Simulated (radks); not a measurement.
The numbers below are computed, except where a source is named.
Neutral arsenic, 33 electrons, occupied as [Ar] 3d10 4s2 4p2 5f1 (not the ground configuration).

Level of theory: Dirac Kohn-Sham, PBEsol, spin-unpolarised, spherical densities, point nucleus; open shells fill j = l - 1/2 first (a radial shooting solver on a logarithmic mesh with Libxc functionals).

Energy parts (eV):
| part | energy |
|---|---|
| total | -61471.354 |
| kinetic | 62853.772 |
| electron-nucleus | -148172.617 |
| Hartree | 26074.274 |
| exchange-correlation | -2226.782 |

Orbitals (lengths in bohr, moments of r in powers of bohr; <r^-3> diverges for s and p1/2; r(max) is where P^2 peaks):
orbital,occ.,eigenvalue (eV),<r^4>,r(max),<r^-3>,<r>,small-component weight
1s1/2,2,-11714.90,0.00002003,0.02975,-,0.04552,1.43e-02
2s1/2,2,-1493.400,0.004078,0.1703,-,0.2026,2.78e-03
2p1/2,2,-1335.507,0.002841,0.1342,-,0.1747,2.77e-03
2p3/2,4,-1298.988,0.003046,0.1373,1063,0.1784,2.71e-03
3s1/2,2,-198.2884,0.2744,0.5221,-,0.5986,6.48e-04
3p1/2,2,-145.2642,0.3309,0.5155,-,0.6103,5.98e-04
3p3/2,4,-140.2391,0.3546,0.5240,147.5,0.6209,5.82e-04
3d3/2,4,-49.5000,0.7754,0.4747,17.30,0.6749,4.56e-04
3d5/2,6,-48.7703,0.7982,0.4775,16.78,0.6796,4.51e-04
4s1/2,2,-22.1188,25.95,1.596,-,1.876,8.58e-05
4p1/2,2,-12.3441,62.46,1.882,-,2.286,5.81e-05
4p3/2,0,-12.0078,66.61,1.914,9.931,2.323,5.64e-05
5f5/2,1,-0.3594,1283000,33.05,0.0002545,29.67,6.13e-07
5f7/2,0,-0.3594,1283000,33.05,0.0002545,29.67,6.13e-07

The highest occupied level is 5f5/2 at -0.359 eV. The configuration is held as typed, so some empty levels lie below it. Summed over all electrons, <r^2> = 1017 bohr^2, which gives a Langevin (diamagnetic) susceptibility term of -805 x 10^-6 cm^3/mol.
